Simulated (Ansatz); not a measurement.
Spectroscopic constants of Zr2, closed-shell singlet (lowest of 2S+1 = 1, 3, 5, 7, 9 at CCSD(T)/def2-TZVPP on PBE0 minima; our sources give no spin for the ground state, which may be another). No spin–orbit coupling.

Constants: fifth-degree fit in 1/R to seven points, most abundant isotopes. Runs in def2 and cc sets follow the lowest solution found near the PBE0 minimum. The singlet is held restricted.

The values were computed with Ansatz (Gaussian orbitals).  In def2 rows elements past Kr take small-core potentials, without spin–orbit coupling.

Energies at r2SCAN/def2-TZVPP:

```
R (Å)      E (hartree)
--------  ------------
2.102169  -93.90591835
2.158679  -93.91557502
2.210668  -93.92059134
2.269438  -93.92265370
2.328208  -93.92162252
2.396020  -93.91738831
2.475134  -93.90927776
```

Task: With a reduced mass of 44.9523 u, find the minimum, the force constant and the constants.

Result: A fifth-degree polynomial in 1/R puts the minimum at r_e = 2.2772 Å with force constant 378 N/m. Then ω_e = (1/2πc)√(k/μ) = 378 cm⁻¹ and B_e = h/(8π²cμr_e²) = 0.07232 cm⁻¹; the cubic and quartic terms give α_e = 0.00015 and ω_e x_e = 0.45 cm⁻¹.

Ansatz is an electronic-structure program.
